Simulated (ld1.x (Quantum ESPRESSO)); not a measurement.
# Reading a pseudo-wave (nickel (Ni))

Columns: radius, all-electron u(r) and pseudo u(r) of the 4s shell (level -5.87 eV) of nickel in the configuration [Ne] 3s2 3p6 3d8 4s2 4p0; LDA (PZ), scalar-relativistic, TM scheme, ld1.x (Quantum ESPRESSO) 7.5.

```csv
r (bohr),all-electron,pseudo
0.103,-0.0953,-0.0136
0.205,-0.1463,-0.0277
0.308,0.0296,-0.0433
0.410,0.1955,-0.0608
0.513,0.2737,-0.0812
0.615,0.2665,-0.1051
0.718,0.2013,-0.1336
0.820,0.1055,-0.1671
0.923,-0.0035,-0.2065
1.025,-0.1117,-0.2511
1.128,-0.2140,-0.3010
1.230,-0.3048,-0.3540
1.332,-0.3838,-0.4081
1.435,-0.4513,-0.4612
1.538,-0.5070,-0.5100
1.640,-0.5512,-0.5518
1.743,-0.5860,-0.5860
1.845,-0.6117,-0.6117
1.948,-0.6300,-0.6300
2.050,-0.6414,-0.6414
2.153,-0.6471,-0.6471
2.255,-0.6478,-0.6478
2.358,-0.6444,-0.6444
2.460,-0.6374,-0.6374
2.562,-0.6276,-0.6276
2.665,-0.6152,-0.6152
```

Task: How many radial nodes do the two functions have?

Result: The all-electron 4s function has n − l − 1 = 3 (the table is too coarse to show those close to the nucleus); the pseudo-wave has 0, since the states of the same l below it are removed with the core.

Task: At about which radius was the pseudo-wave matched?

Result: 2.05 bohr. The columns agree to 0.0005 from 1.74 bohr on; several derivatives are matched, so the curves merge somewhat inside the radius.

Task: Is the pseudo-wave norm-conserving?

Result: Yes: the TM scheme keeps the norm inside the radius equal to the all-electron one, which fixes the energy derivative of the logarithmic derivative at the level.
